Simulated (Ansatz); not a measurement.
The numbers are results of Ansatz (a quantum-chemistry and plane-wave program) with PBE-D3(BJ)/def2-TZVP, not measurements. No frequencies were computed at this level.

Ansatz 0.2 input:
```yaml
crystal:
  periodic: [false, false, false]
  atoms:
    - { symbol: B, position_ang: [2.157887, -0.163204, -0.608717] }
    - { symbol: C, position_ang: [0.892021, -0.588986, -0.249532] }
    - { symbol: C, position_ang: [-0.12084, 0.023516, 0.69012] }
    - { symbol: C, position_ang: [-1.409503, 0.391733, -0.043149] }
    - { symbol: H, position_ang: [3.213447, 0.163227, -0.916681] }
    - { symbol: H, position_ang: [0.510282, -1.502764, -0.700862] }
    - { symbol: H, position_ang: [0.300478, 0.916575, 1.155658] }
    - { symbol: H, position_ang: [-0.354476, -0.690726, 1.486044] }
    - { symbol: H, position_ang: [-2.125747, 0.837142, 0.644689] }
    - { symbol: H, position_ang: [-1.201228, 1.10575, -0.837029] }
    - { symbol: H, position_ang: [-1.862317, -0.492264, -0.487869] }
basis:
  gaussian: { orbitals: def2-tzvp }
hamiltonian:
  xc: pbe
  dispersion: d3bj
relax:
  max_steps: 150
```

Output:

```
Functional definition: PBE
1017 factors; their error is unknown
mean field evaluation 1: about -3877.5543 eV, gradient 8.4e1 eV
mean field evaluation 2: about -3789.1950 eV, gradient 1.8e2 eV
mean field evaluation 4: about -3894.1956 eV, gradient 1.8e1 eV
mean field evaluation 8: about -3895.0342 eV, gradient 1.8e-1 eV
mean field evaluation 16: about -3894.9960 eV, gradient 7.1e-3 eV
mean field -3894.99602197 eV, -143.1384636843 hartree, gradient 3.1e-5 eV, S^2 0.000000; 0 other end points of the search recorded, 0 dependent functions left out
reference -3894.99606876 eV, -143.1384654036 hartree; 15, 15 occupied and 151, 151 virtual orbitals, 1017 factors
relax step   1: F+E_penalty+E_count = -3895.19191333 eV  Δ(F+E_penalty+E_count) = +0.000e0 eV  max|allowed force component| = 8.680e-1 eV/Å  Δτ_max = 0.0000 Å  (30 SCF iters, accepted)
these checks for a lower state are left out or cut short: starts, cluster_reference, orbital_swaps, neighbouring_geometries, increment
1017 factors; their error is unknown
mean field -3895.03354186 eV, -143.1398425149 hartree, gradient 2.1e-5 eV, S^2 0.000000; 0 other end points of the search recorded, 0 dependent functions left out
reference -3895.03358887 eV, -143.1398442422 hartree; 15, 15 occupied and 151, 151 virtual orbitals, 1017 factors
relax step   2: F+E_penalty+E_count = -3895.22832684 eV  Δ(F+E_penalty+E_count) = -3.641e-2 eV  max|allowed force component| = 2.401e-1 eV/Å  Δτ_max = 0.0361 Å  (33 SCF iters, accepted)
these checks for a lower state are left out or cut short: starts, cluster_reference, orbital_swaps, neighbouring_geometries, increment
1017 factors; their error is unknown
mean field evaluation 32: about -3895.0381 eV, gradient 7.0e-3 eV
mean field -3895.03806687 eV, -143.1400088058 hartree, gradient 2.1e-5 eV, S^2 0.000000; 0 other end points of the search recorded, 0 dependent functions left out
reference -3895.03811402 eV, -143.1400105385 hartree; 15, 15 occupied and 151, 151 virtual orbitals, 1017 factors
relax step   3: F+E_penalty+E_count = -3895.23221778 eV  Δ(F+E_penalty+E_count) = -3.891e-3 eV  max|allowed force component| = 1.482e-1 eV/Å  Δτ_max = 0.0446 Å  (32 SCF iters, accepted)
these checks for a lower state are left out or cut short: starts, cluster_reference, orbital_swaps, neighbouring_geometries, increment
1017 factors; their error is unknown
mean field -3895.03976686 eV, -143.1400712792 hartree, gradient 2.2e-5 eV, S^2 0.000000; 0 other end points of the search recorded, 0 dependent functions left out
reference -3895.03981400 eV, -143.1400730117 hartree; 15, 15 occupied and 151, 151 virtual orbitals, 1017 factors
relax step   4: F+E_penalty+E_count = -3895.23398284 eV  Δ(F+E_penalty+E_count) = -1.765e-3 eV  max|allowed force component| = 7.605e-2 eV/Å  Δτ_max = 0.0239 Å  (31 SCF iters, accepted)
these checks for a lower state are left out or cut short: starts, cluster_reference, orbital_swaps, neighbouring_geometries, increment
1017 factors; their error is unknown
mean field -3895.04001584 eV, -143.1400804293 hartree, gradient 2.2e-5 eV, S^2 0.000000; 0 other end points of the search recorded, 0 dependent functions left out
reference -3895.04006298 eV, -143.1400821616 hartree; 15, 15 occupied and 151, 151 virtual orbitals, 1017 factors
relax step   5: F+E_penalty+E_count = -3895.23427605 eV  Δ(F+E_penalty+E_count) = -2.932e-4 eV  max|allowed force component| = 3.915e-2 eV/Å  Δτ_max = 0.0032 Å  (33 SCF iters, accepted)
these checks for a lower state are left out or cut short: starts, cluster_reference, orbital_swaps, neighbouring_geometries, increment
1017 factors; their error is unknown
mean field -3895.04038838 eV, -143.1400941199 hartree, gradient 2.1e-5 eV, S^2 0.000000; 0 other end points of the search recorded, 0 dependent functions left out
reference -3895.04043549 eV, -143.1400958512 hartree; 15, 15 occupied and 151, 151 virtual orbitals, 1017 factors
relax step   6: F+E_penalty+E_count = -3895.23450872 eV  Δ(F+E_penalty+E_count) = -2.327e-4 eV  max|allowed force component| = 3.435e-2 eV/Å  Δτ_max = 0.0254 Å  (32 SCF iters, accepted)
these checks for a lower state are left out or cut short: starts, cluster_reference, orbital_swaps, neighbouring_geometries, increment
1017 factors; their error is unknown
mean field -3895.03834490 eV, -143.1400190233 hartree, gradient 2.1e-5 eV, S^2 0.000000; 0 other end points of the search recorded, 0 dependent functions left out
reference -3895.03839203 eV, -143.1400207553 hartree; 15, 15 occupied and 151, 151 virtual orbitals, 1017 factors
relax step   7: F+E_penalty+E_count = -3895.23270031 eV  Δ(F+E_penalty+E_count) = +1.808e-3 eV  max|allowed force component| = 2.907e-1 eV/Å  Δτ_max = 0.0218 Å  (32 SCF iters, rejected (line search))
these checks for a lower state are left out or cut short: starts, cluster_reference, orbital_swaps, neighbouring_geometries, increment
1017 factors; their error is unknown
mean field evaluation 64: about -3895.0784 eV, gradient 1.3e-3 eV
mean field -3895.04070327 eV, -143.1401056917 hartree, gradient 2.1e-5 eV, S^2 0.000000; 0 other end points of the search recorded, 0 dependent functions left out
reference -3895.04075039 eV, -143.1401074235 hartree; 15, 15 occupied and 151, 151 virtual orbitals, 1017 factors
relax step   8: F+E_penalty+E_count = -3895.23478236 eV  Δ(F+E_penalty+E_count) = -2.736e-4 eV  max|allowed force component| = 2.181e-2 eV/Å  Δτ_max = 0.0104 Å  (32 SCF iters, accepted)
these checks for a lower state are left out or cut short: starts, cluster_reference, orbital_swaps, neighbouring_geometries, increment
1017 factors; their error is unknown
mean field -3895.04116772 eV, -143.1401227601 hartree, gradient 2.1e-5 eV, S^2 0.000000; 0 other end points of the search recorded, 0 dependent functions left out
reference -3895.04121489 eV, -143.1401244935 hartree; 15, 15 occupied and 151, 151 virtual orbitals, 1017 factors
relax step   9: F+E_penalty+E_count = -3895.23505298 eV  Δ(F+E_penalty+E_count) = -2.706e-4 eV  max|allowed force component| = 2.041e-2 eV/Å  Δτ_max = 0.0353 Å  (32 SCF iters, accepted)
these checks for a lower state are left out or cut short: starts, cluster_reference, orbital_swaps, neighbouring_geometries, increment
1017 factors; their error is unknown
mean field -3895.04123200 eV, -143.1401251221 hartree, gradient 2.1e-5 eV, S^2 0.000000; 0 other end points of the search recorded, 0 dependent functions left out
reference -3895.04127918 eV, -143.1401268559 hartree; 15, 15 occupied and 151, 151 virtual orbitals, 1017 factors
relax step  10: F+E_penalty+E_count = -3895.23511189 eV  Δ(F+E_penalty+E_count) = -5.890e-5 eV  max|allowed force component| = 8.304e-3 eV/Å  Δτ_max = 0.0034 Å  (33 SCF iters, accepted)
1017 factors; their error is unknown
mean field evaluation 96: about -3895.0654 eV, gradient 2.3e0 eV
mean field -3895.04123200 eV, -143.1401251221 hartree, gradient 2.1e-5 eV, S^2 0.000000; 1 other end points of the search recorded, 0 dependent functions left out
reference -3895.04127918 eV, -143.1401268559 hartree; 15, 15 occupied and 151, 151 virtual orbitals, 1017 factors
Total energy: -3895.23515906 eV, -143.1472518104 hartree
Atom 0 at     2.174518    -0.181928    -0.602417 Å, force    -0.000608    -0.005745    -0.001641 eV/Å
Atom 1 at     0.899034    -0.577833    -0.238448 Å, force    -0.000500     0.008304     0.003517 eV/Å
Atom 2 at    -0.128353     0.036418     0.685377 Å, force     0.002110    -0.006469    -0.003128 eV/Å
Atom 3 at    -1.431850     0.396400    -0.035412 Å, force    -0.000552     0.000680    -0.000397 eV/Å
Atom 4 at     3.268408     0.113348    -0.936273 Å, force     0.001499     0.003207     0.000225 eV/Å
Atom 5 at     0.577100    -1.506385    -0.740614 Å, force    -0.000987    -0.003449    -0.001202 eV/Å
Atom 6 at     0.287625     0.934208     1.166766 Å, force     0.000572     0.001932     0.000843 eV/Å
Atom 7 at    -0.350254    -0.673172     1.501418 Å, force    -0.001432     0.001312     0.001107 eV/Å
Atom 8 at    -2.165938     0.822535     0.665027 Å, force     0.000020     0.000214    -0.000314 eV/Å
Atom 9 at    -1.247329     1.129844    -0.833133 Å, force    -0.000405    -0.000151     0.001145 eV/Å
Atom 10 at    -1.882957    -0.493436    -0.499619 Å, force     0.000283     0.000164    -0.000155 eV/Å
Dipole moment:     0.018257     0.024187     0.008878 e Å
```

Cost: around 21 core-seconds (rough).
